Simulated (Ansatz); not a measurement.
A nudged elastic band was laid between two geometries of BCl2H + BrH (6 atoms, charge 0, multiplicity 1).

Theory: RKS PBE/def2-SVP (Ansatz 0.2.0).

```yaml
movable_images: 7
climbing_image: yes
spring: 5.0 eV/Å²
optimiser: quadratic models (default)
start_path: through a guess of the saddle point
force_threshold: 0.05 eV/Å
iteration_limit: 60
end_points: relaxed
```

Image 0:

```xyz
6
Properties=species:S:1:pos:R:3
B -0.006 0.457 -0.228
H -0.001 0.630 0.969
Cl 1.510 0.404 -1.099
Cl -1.529 0.328 -1.077
Br 0.088 -2.888 1.207
H 0.074 -2.016 2.347
```

Image 8:

```xyz
6
Properties=species:S:1:pos:R:3
B 0.020 -0.718 -0.750
H 0.016 0.354 2.494
Cl 1.514 0.170 -0.973
Cl -1.519 0.094 -0.951
Br 0.070 -2.579 -0.300
H 0.035 -0.407 2.599
```

**Question.** What changes between the two ends?

**Answer.** Bonds broken: B1–H2, Br5–H6. Bonds formed: B1–Br5, H2–H6. BCl2H + BrH becomes BBrCl2 + H2.

**Question.** Give the energies along the band, and the barrier.

**Answer.** The forces met the threshold. The highest image is number 4 of 0 to 8, 0.65 eV above the first end and 1.13 eV above the last; the last end lies 0.48 eV below the first. A vibrational analysis at the climbing image gives one clearly imaginary mode, 542i cm⁻¹: a first-order saddle point. The orbitals stay closed-shell, which can raise the energy where a bond breaks towards radicals; this wasn't checked here.

```csv
image,path coordinate (Å),energy (eV),B1–H2 (Å),Br5–H6 (Å),B1–Br5 (Å)
0,0.00,0.00,1.21,1.44,3.64
1,0.56,0.01,1.21,1.44,3.70
2,1.12,0.04,1.21,1.44,3.37
3,1.68,0.25,1.23,1.48,2.84
4,2.24,0.65,1.31,1.71,2.31
5,2.85,0.19,1.75,2.23,2.00
6,3.45,-0.29,2.37,2.68,1.93
7,4.05,-0.45,2.91,3.15,1.92
8,4.66,-0.48,3.42,3.62,1.92
```

**Question.** What is the geometry of the highest image?

**Answer.** 
```xyz
6
Properties=species:S:1:pos:R:3:forces:R:3
B 0.015 -0.241 0.071 0.00 0.00 0.00
H 0.012 0.193 1.307 0.00 0.00 0.00
Cl 1.551 0.180 -0.704 0.00 0.00 0.00
Cl -1.547 0.110 -0.687 0.00 0.00 0.00
Br 0.069 -2.451 0.731 0.00 0.00 0.00
H 0.037 -0.877 1.402 0.00 0.00 0.00
```

**Question.** What are the harmonic wavenumbers there?

**Answer.** 542i, 148, 171, 287, 648, 682, 724, 905, 977, 1274, 1517, 2159 cm⁻¹.

Run time: 4 min on 2 threads of Arm Neoverse V2, with other jobs on the host, peak memory 0.13 GiB.
